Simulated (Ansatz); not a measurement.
`C[CH](C)[SbH2]` and `CC(C)N` differ in one element.

Ansatz, PBE0-D4/def2-TZVP geometries, multiplicity 1. Each molecule was computed in one conformer, which needn't be the lowest.

Elements past krypton have def2 core potentials.

```
                             property  `C[CH](C)[SbH2]`
  HOMO energy (B3LYP/def2-TZVPP) / eV             -6.63
  LUMO energy (B3LYP/def2-TZVPP) / eV             -0.46
LUMO energy (ωB97M-V/def2-TZVPP) / eV              1.38
   LUMO energy (PBE0/def2-TZVPP) / eV             -0.22
  HOMO–LUMO gap (PBE/def2-TZVPP) / eV              4.82
HOMO–LUMO gap (B3LYP/def2-TZVPP) / eV              6.18
```

Question: Give the same properties after the change, and the shifts. (An estimate is asked.)

Answer: Ansatz gave: 
```json
{"property": "HOMO energy (B3LYP/def2-TZVPP) / eV", "`CC(C)N`": "-6.60", "shift": "0.03"}
{"property": "LUMO energy (B3LYP/def2-TZVPP) / eV", "`CC(C)N`": "0.64", "shift": "1.10"}
{"property": "LUMO energy (ωB97M-V/def2-TZVPP) / eV", "`CC(C)N`": "2.40", "shift": "1.02"}
{"property": "LUMO energy (PBE0/def2-TZVPP) / eV", "`CC(C)N`": "1.00", "shift": "1.22"}
{"property": "HOMO–LUMO gap (PBE/def2-TZVPP) / eV", "`CC(C)N`": "5.53", "shift": "0.71"}
{"property": "HOMO–LUMO gap (B3LYP/def2-TZVPP) / eV", "`CC(C)N`": "7.24", "shift": "1.06"}
```

B3LYP here is the variant with VWN-RPA as its local correlation; programs differ in this.

Spin–orbit coupling is left out; it splits and shifts lone-pair levels of the heavy atoms by tenths of an eV.
